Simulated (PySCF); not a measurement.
Ge(F)2(Cl)(NH2), H₂ClF₂GeN, SMILES [NH2][Ge]([F])([F])[Cl], singlet, CAM-B3LYP/def2-SVP optimised geometry.

```
7

N      1.03    -0.54     0.00
Ge    -0.75    -0.54     0.00
F     -1.33    -1.40    -1.36
F     -1.47    -1.38     1.32
Cl    -1.51     1.43     0.00
H      1.50     0.19     0.53
H      1.51    -1.43     0.05
```

Density from PySCF with CAM-B3LYP/def2-TZVP at that geometry.

Minimum of the electron density along straight lines between bonded atoms, close to the bond critical point (lines longer than 1.1 times the sum of covalent radii, or with two minima, are not listed):

| bond | length / Å | ρ at the minimum / e bohr⁻³ | ∇²ρ there / e bohr⁻⁵ | position (fraction from the first atom) |
|---|---|---|---|---|
| N1–Ge2 | 1.778 | 0.159 | … | 0.53 |
| Ge2–F3 | 1.712 | 0.152 | 0.89 | 0.48 |
| Ge2–F4 | 1.719 | 0.149 | 0.86 | 0.48 |
| Ge2–Cl5 | 2.115 | … | … | 0.43 |
| N1–H6 | 1.015 | 0.330 | -1.64 | 0.74 |
| N1–H7 | 1.015 | 0.330 | -1.64 | 0.74 |

### Question
Fill in the missing entries.

### Answer

- N1–Ge2, ∇²ρ there / e bohr⁻⁵: 0.50
- Ge2–Cl5, ρ at the minimum / e bohr⁻³: 0.115
- Ge2–Cl5, ∇²ρ there / e bohr⁻⁵: 0.18
